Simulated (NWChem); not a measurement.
Lowest excitation of Cl2Se

SMILES: Cl[Se]Cl
```xyz
3

Se     0.0000     0.0000     0.6872
Cl    -1.7155     0.0000    -0.6872
Cl     1.7155     0.0000    -0.6872
```
Charge 0, spin multiplicity 1.

All runs are NWChem calculations. Structure: optimised with B3LYP/def2-SVP, a minimum by its harmonic frequencies.

Basis set: def2-SVPD.

| method | lowest vertical singlet excitation energy (eV) | relative cost | difference from EOM-CCSD |
|---|---|---|---|
| TD-PBE | 2.21 | 1 | -0.61 |
| CIS | 3.22 | under 3 | +0.40 |
| EOM-CCSD | 2.82 | under 3 | 0.00 |
| TD-B3LYP | 2.36 | under 3 | -0.45 |
| TDA-CAM-B3LYP | 2.59 | under 3 | -0.23 |

The values span 1.01 eV, from TD-PBE (lowest) to CIS (highest). Costs are rough ratios of processor time within this set of runs, SCF included, with TD-PBE as 1.

The Hamiltonian is non-relativistic. The correlated methods keep 19 core orbitals frozen. B3LYP has NWChem's definition, with VWN1-RPA local correlation. GW and range-separated runs recompute their integrals, the others keep them in memory, which bears on the times. The structure started from a generated list of species. Differences from the coupled-cluster row are differences between methods, not errors against experiment.
